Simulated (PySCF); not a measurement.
Geometries of 2 isomers of C4H9BN2, from PBE0-D3(BJ)/def2-SVP geometry optimisation, gas phase in PySCF 2.14.0. One conformer each, no zero-point energy, no frequencies.

Question: Which isomer lies lower at this level?
A.
```xyz
16
angstrom
C      2.155   -0.023    0.233
C      1.070   -0.740    0.571
N     -0.227   -0.491    0.192
B     -1.411   -1.230    0.515
N     -2.499   -0.595   -0.105
C     -2.090    0.591   -0.832
C     -0.556    0.639   -0.660
H      2.104    0.863   -0.403
H      3.137   -0.324    0.600
H      1.172   -1.622    1.210
H     -1.443   -2.221    1.198
H     -3.474   -0.847   -0.061
H     -2.563    1.503   -0.427
H     -2.368    0.536   -1.899
H     -0.030    0.556   -1.628
H     -0.221    1.584   -0.198
```
B.
```xyz
16
angstrom
C      2.607   -1.224   -1.279
C      1.793   -0.589   -0.633
B      0.787    0.235    0.214
N      1.331    1.180    1.117
N     -0.608    0.012    0.058
C     -1.157   -0.893   -0.916
C     -1.607    0.701    0.827
H      3.322   -1.781   -1.856
H      0.792    1.818    1.682
H      2.330    1.293    1.209
H     -1.782   -1.671   -0.437
H     -0.351   -1.393   -1.468
H     -1.798   -0.364   -1.647
H     -2.318   -0.012    1.283
H     -2.201    1.402    0.209
H     -1.158    1.276    1.649
```

Answer: A. That is `C=CN1BNCC1`, 24.0 kcal/mol below the other.

```json
{"SMILES": "C=CN1BNCC1", "atoms numbered as above": "[CH2:1]=[CH:2][N:3]1[BH:4][NH:5][CH2:6][CH2:7]1", "E (Eh)": "-291.69761", "relative (kcal/mol)": "0.0", "relative (kJ/mol)": "0.0", "dipole (D)": "2.31"}
{"SMILES": "C#CB(N)N(C)C", "atoms numbered as above": "[CH:1]#[C:2][B:3]([NH2:4])[N:5]([CH3:6])[CH3:7]", "E (Eh)": "-291.65943", "relative (kcal/mol)": "24.0", "relative (kJ/mol)": "100.3", "dipole (D)": "1.35"}
```

As drawn, the lower has a C=C bond outside aromatic rings, which the higher lacks; the higher has a C≡C bond, which the lower lacks.
